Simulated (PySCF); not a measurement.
**From computed data to an observable: refractive index and permittivity of the vapour**

C3H8OSi2, SMILES C1[SiH2][Si@@H](C=1)OC.

Coordinates come from a B3LYP-D3(BJ)/def2-SVP optimisation. The structure was generated by enumeration; whether it is a known compound was not checked. One conformer was computed; it need not be the lowest.

PBE/def2-TZVP (PySCF) gives a mean static polarisability of 94.7 bohr³ and a dipole moment of 1.25 D. Take an ideal gas at 298.15 K and 1 bar, whether or not the substance is that volatile.

Problem. Work out n − 1 in the optical limit and the static ε − 1.

Solution. 
Polarisability volume α' = 94.7 × 0.148185 = 14.03 Å³. Number density N = p/kT = 2.43e-5 Å⁻³.
Dilute limit of Lorentz–Lorenz: n − 1 = 2π N α' = 0.0021.
Orientation term of Debye: μ²/(3kT) = 8.098 Å³ × μ²(D²) = 12.65 Å³.
ε − 1 = 4π N (α' + μ²/3kT) = 0.0081. Orientation of the dipole supplies 47 % of the static response; it can't follow optical fields. Vibrational polarisation and dispersion are left out.
